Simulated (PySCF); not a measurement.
# MgPb⁻: frontier orbitals

r²SCAN0 at R = 2.978 Å; basis Mg def2-SVPD, Pb def2-SVPD with ECP60; scalar-relativistic core potentials; PySCF 2.14. State: ⁴Σ⁻ (quartet), unpaired electrons σ ↑, π ↑↑. Only the outer orbitals are listed, counted within each symmetry, core potentials removing the inner ones.

```tsv
spin	orbital	occ.	ε (eV)	on Mg (%)	main shells (%)
α	7σ	1	-9.19	5	95 Pb s
α	8σ	1	-2.09	66	65 Mg s, 34 Pb p
α	4π	1	-0.50	13	87 Pb p, 12 Mg p
α	4π	1	-0.50	13	87 Pb p, 12 Mg p
α	9σ	1	-0.04	57	41 Mg p, 35 Pb p, 16 Mg s
α	5π	0	2.92	90	89 Mg p, 8 Pb p
α	5π	0	2.92	90	89 Mg p, 8 Pb p
α	10σ	0	3.32	92	85 Mg p
β	7σ	1	-7.20	9	91 Pb s
β	8σ	1	-1.24	91	90 Mg s, 10 Pb p
β	4π	0	2.44	67	66 Mg p, 35 Pb p
β	4π	0	2.44	67	66 Mg p, 35 Pb p
β	9σ	0	2.49	55	52 Mg p, 33 Pb p, 12 Pb s
```

**Question.** Which are the highest filled and the lowest empty level, where do they sit, and how wide is the gap?

**Answer.** Highest filled α 9σ at -0.04 eV (in %: 41 Mg p, 35 Pb p, 16 Mg s); lowest empty β 4π at 2.44 eV (in %: 66 Mg p, 35 Pb p); the gap at r²SCAN0 is 2.48 eV. An empty level above zero is unbound, and its energy depends on the basis.

```
bond order (Mayer)                                                                                                 : 1.08
⟨S²⟩                                                                                                               : 3.780
charge on Mg (Mulliken, basis-dependent)                                                                           : -0.54
charge on Mg (Löwdin, basis-dependent)                                                                             : -0.47
dipole moment (positive dipole points towards Pb; it is taken about the centre of mass and depends on that origin) : 5.63 D
```

Spin–orbit coupling is left out, which matters for elements this heavy, above all for dissociation energies. The state was picked by a PBE0 search and need not be the measured ground state.
